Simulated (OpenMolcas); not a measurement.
## Ne III: effect of the IPEA shift

| Item | Value |
| --- | --- |
| Program | OpenMolcas 26.06 |
| Basis | ANO-R1 [3s2p1d] |
| Scalar Hamiltonian | X2C, finite nucleus |
| Active space | 6 electrons in 4 orbitals (2s 2p) |
| State averaging | 2S+1 = 3 even, 3 roots; 2S+1 = 1 even, 6 roots; 2S+1 = 3 odd, 3 roots; 2S+1 = 1 odd, 3 roots |
| Spin-orbit coupling | state interaction with AMFI integrals over the reference wave functions, term energies averaged over their components |

Methods on the same reference wave functions:
A. CASSCF
B. SS-CASPT2, IPEA 0 Eh, imaginary shift 0.1 Eh (closed shells correlated: 1s)
C. SS-CASPT2, IPEA 0.25 Eh, imaginary shift 0.1 Eh (closed shells correlated: 1s)

Energies in eV above 2s² 2p⁴ ³P₂, the measured ground level; measured values from Moore, Atomic Energy Levels, vol. I, NSRDS-NBS 35 (1971 reprint of NBS Circular 467, 1949).

| Level | A | B | C | Measured |
| --- | --- | --- | --- | --- |
| 2s² 2p⁴ ³P₂ | 0.0000 | 0.0000 | 0.0000 | 0.0000 |
| 2s² 2p⁴ ³P₁ | 0.0774 | 0.0774 | 0.0774 | 0.0806 |
| 2s² 2p⁴ ³P₀ | 0.1139 | 0.1141 | 0.1141 | 0.1149 |
| 2s² 2p⁴ ¹D₂ | 3.4451 | 3.339 | 3.319 | 3.2039 |
| 2s² 2p⁴ ¹S₀ | 6.6153 | 7.061 | 7.028 | 6.9117 |
| 2s 2p⁵ ³P°₂ | 26.5588 | 25.380 | 25.390 |  |
| 2s 2p⁵ ³P°₁ | 26.6330 | 25.454 | 25.464 | 25.4018 |
| 2s 2p⁵ ³P°₀ | 26.6705 | 25.492 | 25.501 | 25.4421 |
| 2s 2p⁵ ¹P°₁ | 38.4572 | 36.400 | 36.409 |  |

Deviations, from unrounded energies. A percentage is the sum of absolute deviations over the sum of measured energies, with the sign that they share, or ± where signs differ.

| Against measurement | Levels | A | B | C |
| --- | --- | --- | --- | --- |
| mean absolute deviation (cm-1) | 6 | 4000 | 530 | 480 |
| fine structure of the ground term (%) | 2 | -2.1 | -2.1 | -2.1 |
| other terms of the ground configuration (%) | 2 | ±5.3 | +2.8 | +2.3 |
| other configurations (%) | 2 | +4.8 | +0.2 | +0.2 |

C lies closest to measurement on these levels and A furthest from it. The largest miss of C in the table is 2s² 2p⁴ ¹S₀, by +940 cm-1. The ranking rests on the paired levels alone, and a cruder setting can come out closer through cancelling errors.

Between B and C the level of the table that moves most is 2s² 2p⁴ ¹S₀, by 260 cm-1 (lowest in C, highest in B). Moves below CASPT2's spread within the term are not significant.

The mean deviations of B to C differ by less than CASPT2's widest spread within a term (54 cm-1), so their order carries little weight.

From A to B the spin-free energies of the other terms of 2s² 2p⁴ shown, above ³P, scale by factors of 0.97 to 1.07.

The lowest spin-free term lies below A's lowest term by 0.098 hartree in B, 0.095 hartree in C.

CASPT2 does not keep the components of a term degenerate, so their means are used; among the terms shown or strongly mixed into the levels shown the widest spread is 54 cm-1 (2s² 2p⁴ ¹D, C). Computed and measured levels are paired by configuration, term and J; levels that our copy of the source lacks, or whose pairing is in doubt (as where it misses far off the trend of its configuration), stay unpaired and out of the deviations. Levels of configurations outside the active space are missing.

° marks odd parity.
